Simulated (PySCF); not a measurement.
SiF₂, SMILES F[Si]F (connectivity only; charge and spin as stated), neutral, multiplicity 1.

Geometry: TPSSh-D3(BJ)/def2-TZVP. The isomer is the one that the SMILES or the coordinates give; other isomers of the formula were not compared.

Calculation: PySCF with SMD-PBE0/def2-SVP.

Solvation free energies are E(SMD) − E(gas) at the gas-phase geometry, for 1 M in both phases. In vacuum the dipole moment is 1.04 D.

Computed solvation free energies in water, chloroform, 2-propanol:
| solvent | ΔG(solv) (kcal/mol) | its non-electrostatic (CDS) part | dipole (D) |
|---|---|---|---|
| water | -0.6 | 1.6 | 1.21 |
| chloroform | -2.1 | -0.4 | 1.17 |
| 2-propanol | -2.4 | -0.3 | 1.20 |
